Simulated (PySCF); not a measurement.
Polarisability and C₆ of Ti²⁺ (titanium, charge +2)

[Ar] 3d2, high-spin 3F determinant. Computed with PySCF 2.14 in aug-cc-pwCVTZ-DK (10s9p7d4f3g, 127 functions), with the spin-free X2C one-electron Hamiltonian (Gaussian nucleus). Coupled (time-dependent) response in atomic units; α is the mean over directions.

```
method  mean α (bohr³)  C₆ (like pair)  S(−4)
PBEsol           5.296           15.87  26.66
```

S(−4) is the Cauchy moment in α(ω) = α(0) + S(−4) ω² + …

α(iu) at PBEsol:

```tsv
u (hartree)	α(iu) (bohr³)
0	5.296
0.0500	5.231
0.100	5.054
0.200	4.535
0.300	4.014
0.500	3.230
0.750	2.583
1.00	2.120
1.50	1.486
2.00	1.084
3.00	0.6386
5.00	0.2961
```

A single London oscillator, α(iu) = α/(1 + u²/ω²), gives C₆ = (3/4) ω α². Matching the computed C₆ needs ω = 4 × 15.87 / (3 × 5.296²) = 0.754 hartree.

For an ion, C₆ is the dispersion term alone; charge-induced terms of lower order in 1/R come first.
